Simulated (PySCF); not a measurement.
Isomers of C2H8B3N3O. Computed with PySCF 2.14.0, PBE0-D3(BJ)/def2-SVP geometry optimisation, gas phase. Energies are electronic, without zero-point or thermal terms, for one conformer each. No frequencies were run at this level. Point groups hold within 0.08 Å.

Problem. Order them by energy at this level, lowest first, and give relative energies in kJ/mol.
A. `[CH3:1][C:2](=[O:3])[N:4]1[BH:5][NH:6][BH:7][NH:8][BH:9]1` with C1–C2–N4–B5 169°
B. `[CH3:1][C:2](=[O:3])[B:4]1[NH:5][BH:6][NH:7][BH:8][NH:9]1` with C1–C2–B4–N5 -1°

Solution. B (0.0), A (3.5).

As drawn, the higher has a C(=O)–N unit, which the lower lacks. Neighbours under 10 kJ/mol apart (CC(=O)B1NBNBN1 and CC(=O)N1BNBNB1) can change places with a better method, another conformer or zero-point energy.

| SMILES | E (Eh) | E rel (kJ/mol) | dipole (D) | point group | A, B, C (MHz) |
| --- | --- | --- | --- | --- | --- |
| CC(=O)B1NBNBN1 | -394.57368 | 0.0 | 2.55 | near Cs | 3520, 1114, 850.8 |
| CC(=O)N1BNBNB1 | -394.57233 | 3.5 | 3.27 | C1 | 3531, 1200, 905.1 |

Problem. As an exercise, what shares would exp(−E/RT) give at 2000 K from these electronic energies alone (no entropy, no degeneracies)?

Solution. RT = 16.629 kJ/mol: CC(=O)B1NBNBN1 55.3 %, CC(=O)N1BNBNB1 44.7 %.
